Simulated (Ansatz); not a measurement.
Program: Ansatz. Geometries: PBE0-D4/def2-TZVP. ΔE: electronic, gas phase. CBS: MP2 limit from def2 TZ/QZ plus the TZ coupled-cluster correction, frozen cores. This one scheme is used for every species. Functionals use def2-TZVPP. B3LYP here is the variant with VWN-RPA as its local correlation; programs differ in this. One conformer a species, not always the lowest.

Reaction (cleavage of the Si–Si bond): `C[SiH](O)[Si](O)(O)O` + H–F → `O[Si](O)(O)F` + `C[SiH2]O`

| level | ΔE (kJ/mol) | difference from CCSD(T)/CBS |
| --- | --- | --- |
| PBE-D4 | -144.8 | 28.8 |
| r2SCAN-D4 | -174.8 | -1.2 |
| PBE0-D4 | -157.1 | 16.5 |
| B3LYP-D4 | -169.7 | 3.9 |
| ωB97X-V | -172.9 | 0.7 |
| ωB97M-V | -178.7 | -5.1 |
| B2PLYP | -184.0 | -10.4 |
| PBE | -153.7 | 19.9 |
| r2SCAN | -177.8 | -4.2 |
| PBE0 | -165.5 | 8.1 |
| B3LYP | -183.7 | -10.1 |
| HF/def2-TZVPP | -218.2 | -44.6 |
| MP2/def2-TZVPP | -179.2 | -5.6 |
| SCS-MP2/def2-TZVPP | -185.7 | -12.1 |
| CCSD/def2-TZVPP | -183.2 | -9.6 |
| CCSD(T)/def2-TZVPP | -176.6 | -3.0 |
| HF/def2-QZVPP | -221.0 | -47.4 |
| MP2/def2-QZVPP | -178.4 | -4.8 |
| SCS-MP2/def2-QZVPP | -185.0 | -11.4 |
| HF/CBS(def2) | -221.4 | -47.8 |
| MP2/CBS(def2) | -176.2 | -2.6 |
| CCSD/CBS(def2) | -180.2 | -6.6 |
| CCSD(T)/CBS | -173.6 | 0 |

Largest T1 diagnostic among the species: 0.012.

From PBE to PBE0 (25 % exact exchange), in def2-TZVPP and without D4, ΔE moves by −11.7 kJ/mol. The D4 term adds +14.1 kJ/mol with B3LYP and +8.4 kJ/mol with PBE0; it sums over pairs of atoms, weighted by their polarisabilities, and B3LYP, whose exchange is more repulsive, gets the larger term. In def2-TZVPP, CCSD(T) changes the Hartree–Fock value by +41.6 kJ/mol (the triples alone add +6.5 kJ/mol) and MP2 by +39.1 kJ/mol.
